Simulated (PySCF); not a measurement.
Molfile (atoms numbered from 1):
```
C6H13ClOSi
     RDKit          3D

 22 21  0  0  0  0  0  0  0  0999 V2000
   -2.5496   -1.2929    0.1417 C   0  0  0  0  0  0  0  0  0  0  0  0
   -2.1090    0.0656   -0.3919 C   0  0  0  0  0  0  0  0  0  0  0  0
   -2.9707    1.1948    0.1631 C   0  0  0  0  0  0  0  0  0  0  0  0
   -0.7747    0.3174   -0.0207 O   0  0  0  0  0  0  0  0  0  0  0  0
    0.6002   -0.1563   -0.7165 Si  0  0  0  0  0  4  0  0  0  0  0  0
    1.9115    0.6332    0.4148 C   0  0  0  0  0  0  0  0  0  0  0  0
    3.2638    0.3716   -0.1255 C   0  0  0  0  0  0  0  0  0  0  0  0
    4.1255   -0.4669    0.4233 C   0  0  0  0  0  0  0  0  0  0  0  0
    5.6738   -0.7937   -0.2645 Cl  0  0  0  0  0  0  0  0  0  0  0  0
   -3.5837   -1.4860   -0.1293 H   0  0  0  0  0  0  0  0  0  0  0  0
   -2.4545   -1.3093    1.2243 H   0  0  0  0  0  0  0  0  0  0  0  0
   -1.9205   -2.0748   -0.2746 H   0  0  0  0  0  0  0  0  0  0  0  0
   -2.1746    0.0599   -1.4889 H   0  0  0  0  0  0  0  0  0  0  0  0
   -4.0101    1.0461   -0.1152 H   0  0  0  0  0  0  0  0  0  0  0  0
   -2.8896    1.2185    1.2467 H   0  0  0  0  0  0  0  0  0  0  0  0
   -2.6303    2.1489   -0.2309 H   0  0  0  0  0  0  0  0  0  0  0  0
    0.7641   -1.6146   -0.7486 H   0  0  0  0  0  0  0  0  0  0  0  0
    0.6938    0.3465   -2.0924 H   0  0  0  0  0  0  0  0  0  0  0  0
    1.8256    0.2338    1.4241 H   0  0  0  0  0  0  0  0  0  0  0  0
    1.7406    1.7079    0.4671 H   0  0  0  0  0  0  0  0  0  0  0  0
    3.5210    0.8837   -1.0415 H   0  0  0  0  0  0  0  0  0  0  0  0
    3.9368   -1.0140    1.3332 H   0  0  0  0  0  0  0  0  0  0  0  0
  1  2  1  0
  2  3  1  0
  2  4  1  0
  4  5  1  0
  5  6  1  0
  6  7  1  0
  7  8  2  0
  8  9  1  0
  1 10  1  0
  1 11  1  0
  1 12  1  0
  2 13  1  0
  3 14  1  0
  3 15  1  0
  3 16  1  0
  5 17  1  0
  5 18  1  0
  6 19  1  0
  6 20  1  0
  7 21  1  0
  8 22  1  0
M  END
```

- geometry from GFN2-xTB
- GIAO PBE0/pcSseg-1 shieldings
- run in PySCF 2.14
- one computed conformer, isolated molecule, relativity neglected, equivalent nuclei averaged

Problem. List the cross peaks expected in HSQC, COSY and HMBC spectra.

Solution. 

HSQC (one-bond C–H):
```
                            δH            δC
                    5.96 (H22)    128.3 (C8)
                    5.95 (H21)    134.9 (C7)
                    3.99 (H13)     70.2 (C2)
                2.02 (H19/H20)     23.3 (C6)
1.24 (H10/H11/H12/H14/H15/H16)  26.7 (C1/C3)
```

COSY cross peaks (H two or three bonds apart, from the bond graph; peaks can be absent where the dihedral angle is near 90°):
```
            δH                              δH
    5.96 (H22)                      5.95 (H21)
    5.95 (H21)                  2.02 (H19/H20)
4.80 (H17/H18)                  2.02 (H19/H20)
    3.99 (H13)  1.24 (H10/H11/H12/H14/H15/H16)
```

HMBC (two and three bonds, from the bond graph):
```
                            δH                                δC
                    5.96 (H22)             134.9 (C7), 23.3 (C6)
                    5.95 (H21)             128.3 (C8), 23.3 (C6)
                4.80 (H17/H18)  134.9 (C7), 70.2 (C2), 23.3 (C6)
                    3.99 (H13)                      26.7 (C1/C3)
                2.02 (H19/H20)            134.9 (C7), 128.3 (C8)
1.24 (H10/H11/H12/H14/H15/H16)           70.2 (C2), 26.7 (C1/C3)
```

Chemical shifts δ = σref − σ; TMS for ¹H and ¹³C, all at this level.

Short H···H contacts in this conformer between protons four or more bonds apart (candidates for NOE cross peaks, intensity ∝ r⁻⁶): H19···H22 2.45 Å, H12···H17 2.76 Å.

Carbons that carry Cl, above all several Cl atoms, come out too deshielded, partly because spin–orbit coupling is missing. Shifts are as computed. Against solution values, carbons near 30 ppm lie about +3 ppm off and those near 130 ppm about +5 ppm; carbons on Cl a further +6 ppm. Of 1211 compounds with measured shifts, 218 miss one by over three times the rms of a fit or turn the order of signals round; such compounds aren't used in these exercises.
